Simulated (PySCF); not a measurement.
A PySCF script (with the pyscf-properties extension) for the NMR shieldings of `[CH3][Al-]([CH3])([CH3])[P+](F)(F)P`, C₃H₁₁AlF₂P₂, on a GFN2-xTB geometry:

```python
import basis_set_exchange as bse
import numpy as np
from pyscf import gto, dft
from pyscf.prop import nmr

atoms = """
C    -1.169338   -1.122237    1.855338
Al   -0.844055   -0.693302   -0.061628
C    -1.819593    0.820786   -0.931107
C     0.369275   -1.838944   -1.164169
P     1.144075    0.914022    0.439876
F     2.011992    0.011034    1.445811
F     0.527321    1.828010    1.608730
P     2.740138    2.273717   -0.209220
H    -1.416347   -0.233203    2.447556
H    -0.302435   -1.589182    2.337209
H    -2.003437   -1.819539    1.997167
H    -2.859396    0.597017   -1.189278
H    -1.863789    1.703998   -0.280729
H    -1.345364    1.146530   -1.865748
H     0.699129   -1.342402   -2.085619
H    -0.081198   -2.784079   -1.483784
H     1.279472   -2.118020   -0.617784
H     3.095849    1.349114   -1.193509
H     1.827896    2.905931   -1.056575
"""
names = dict.fromkeys(["C", "Al", "P", "F", "H"], "pcSseg-1")
basis = {el: gto.basis.parse(bse.get_basis(n, elements=[el], fmt="nwchem")) for el, n in names.items()}
mol = gto.M(atom=atoms, basis=basis, charge=0, verbose=0)
mf = dft.RKS(mol, xc="PBE0")
mf.grids.level = 2
mf.grids.alignment = dft.numint.BLKSIZE   # the property module wants whole blocks of grid points
mf.conv_tol = 1e-9
mf.kernel()

calc = nmr.RKS(mf)   # GIAO
C = mf.mo_coeff
Co = C[:, mf.mo_occ > 0]
resp = mf.gen_response(singlet=True, hermi=2)
def vind(x):   # induced exchange potential for any number of trial vectors
    d = np.einsum("pi,xij,qj->xpq", C, 2 * x.reshape(-1, C.shape[1], Co.shape[1]), Co, optimize=True)
    return np.einsum("xpq,pi,qj->xij", resp(d - d.transpose(0, 2, 1)), C, Co, optimize=True).ravel()
mo1, _ = nmr.rhf.solve_mo1(calc, with_cphf=vind)
sigma = calc.kernel(mo1)
for i, s in enumerate(sigma):   # ppm
    print("%2d %-2s %9.2f" % (i, mol.atom_pure_symbol(i), np.trace(s) / 3))
```

Problem. What are the results?

Solution. 
```
 0 C     194.28
 1 Al    342.73
 2 C     195.02
 3 C     195.17
 4 P      27.72
 5 F     277.72
 6 F     277.89
 7 P     513.49
 8 H      31.74
 9 H      31.74
10 H      31.97
11 H      31.97
12 H      32.04
13 H      32.33
14 H      32.32
15 H      31.97
16 H      32.03
17 H      29.17
18 H      29.16
```

These numbers come from an equivalent density-fitted implementation of the same equations, which agrees with the script to about 0.01 ppm for H and up to a few tenths of a ppm for heavy atoms, so last digits may differ.

Size and cost of the density-fitted run: 212 basis functions, 40 s wall time on 1 thread of an Arm Neoverse V1, shared host; peak memory 0.94 GiB.
